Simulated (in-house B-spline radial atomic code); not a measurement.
Values are calculated unless marked as measured or tabulated.
Making a Troullier-Martins s channel for Be, r_c = 0.2 bohr

Be, [He] 2s2, non-relativistic PBE, spherical and spin-unpolarised, from an all-electron radial atomic-structure program (B-spline basis) (atomic units). The all-electron 1s level is ε = -3.902611 hartree and its outer maximum at 0.26 bohr.

Inside r_c the pseudo-orbital is u(r) = r^1 exp(p(r)), with p = c0 + c2 r² + c4 r⁴ + … + c12 r¹². The seven coefficients follow from p and its first four derivatives at r_c, from zero curvature of the screened potential at the origin, c4 = −c2²/(2l + 5), and from the norm inside r_c. At r_c the all-electron orbital has P = 1.337915, P' = 1.571714, the screened potential V = -15.17109, V' = 96.24538, V'' = -1017.204, and the norm inside is Q = 0.1846661.

Task: What are p, p' and p'' at r_c?

Result: p = ln(P/r_c^1) = ln(1.337915/0.2) = 1.90055. p' = P'/P − 1/r_c = 1.17475 − 5.00000 = -3.82525. The radial equation gives p'' = 2(V − ε) − 2(1) p'/r_c − p'² = -22.53696 − (-38.25251) − 14.63255 = 1.08301. Differentiating, p''' = 2V' + 2(1)p'/r_c² − 2(1)p''/r_c − 2p'p'' = -1.3163, and p'''' = 2V'' − 4(1)p'/r_c³ + 4(1)p''/r_c² − 2(1)p'''/r_c − 2p''² − 2p'p''' = -12.735.

For a trial c2 the five matching conditions are linear in c0, c6, c8, c10 and c12, and c2 is varied until the norm inside r_c equals Q. The root nearest zero gives:

```json
{"n": "0", "c_n": "2.509339"}
{"n": "2", "c_n": "-21.82016"}
{"n": "4", "c_n": "-95.22391"}
{"n": "6", "c_n": "22529.63"}
{"n": "8", "c_n": "-703764.7"}
{"n": "10", "c_n": "9578545"}
{"n": "12", "c_n": "-4.998192e+07"}
```

Task: Check c4 and p(r_c), and find the screened pseudopotential at the origin.

Result: −c2²/5 = -95.2239, as listed. The terms c_n r_c^n are 2.50934, -0.87281, -0.15236, 1.44190, -1.80164, 0.98084, -0.20473, which sum to 1.90055. Inverting the radial equation, V_l(r) = ε + 1 p'/r + (p'' + p'²)/2, so V_l(0) = ε + (2l + 3) c2 = -3.902611 + 3 × (-21.8202) = -69.3631 hartree, finite where the all-electron potential diverges.

Orbitals and screened potentials:

```tsv
r (bohr)	P	u	V all-electron	V pseudo
0.02	0.2711	0.2438	-196.2	-69.29
0.05	0.6011	0.582	-75.25	-66.76
0.08	0.8537	0.8563	-45.02	-56.27
0.11	1.043	1.053	-31.33	-38.14
0.14	1.181	1.185	-23.56	-22.23
0.17	1.276	1.276	-18.6	-16.77
0.2	1.338	1.338	-15.17	-15.17
```

Logarithmic derivatives P'/P at R = 0.5 bohr, for energies E around ε:

```tsv
E − ε (hartree)	all-electron	pseudo
-0.5	-1.04102	-1.04102
-0.25	-1.29813	-1.29813
-0.1	-1.4603	-1.4603
0	-1.57195	-1.57195
0.1	-1.68659	-1.68659
0.25	-1.86444	-1.86444
0.5	-2.17789	-2.17788
```

Task: With P(R) = 1.106586 and a norm of 0.6926101 inside R, what slope in energy does norm conservation fix?

Result: d(P'/P)/dE = −2 × (norm inside R)/P(R)² = -1.1312 per hartree·bohr at E = ε, for both atoms, since orbital and norm agree at R. Differences over ±0.1 hartree give -1.1315 (all-electron) and -1.1315 (pseudo), which also hold third-order terms. Half a hartree below ε the two curves differ by +0.0000.
